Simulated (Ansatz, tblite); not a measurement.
Forces on GeH3(NHMe) (CH7GeN) at its PBE0-D4/def2-SVP geometry. Charge 0, multiplicity 1.

The xTB rows come from tblite.

GFN1-xTB (tblite), largest force 1.10 eV/Å:

```xyz
10
positions Å, forces eV/Å
Ge    0.044   -0.755   -1.232   -0.265   -0.550   -0.539
H     0.837   -0.442   -2.513   -0.413   -0.194    0.692
H     0.453   -2.112   -0.632   -0.224    0.686   -0.349
H    -1.470   -0.809   -1.569    0.736   -0.065    0.132
N     0.489    0.538   -0.010    0.477    0.213   -0.486
C    -0.113    0.537    1.303   -0.399    0.031    1.026
H     0.553    1.470   -0.407   -0.103   -0.084    0.175
H    -1.186    0.819    1.332    0.330   -0.073   -0.180
H    -0.034   -0.468    1.751   -0.037    0.137   -0.172
H     0.426    1.222    1.979   -0.103   -0.102   -0.298
```

GFN2-xTB (tblite), largest force 0.73 eV/Å:

```
Ge 0.012 -0.111 -0.116
H -0.281 -0.101 0.502
H -0.152 0.519 -0.202
H 0.454 -0.036 0.078
N 0.007 -0.290 -0.399
C -0.193 0.048 0.701
H -0.078 -0.101 0.176
H 0.347 -0.061 -0.139
H -0.005 0.257 -0.322
H -0.111 -0.125 -0.280
```

r2SCAN0-D4/def2-TZVP (Ansatz), largest force 0.55 eV/Å:

```
Ge -0.011 0.010 0.010
H -0.091 -0.041 0.155
H -0.047 0.168 -0.061
H 0.173 0.020 0.060
N 0.059 0.273 -0.272
C -0.226 -0.033 0.505
H -0.074 -0.414 0.194
H 0.424 -0.107 -0.069
H -0.012 0.385 -0.222
H -0.194 -0.260 -0.301
```
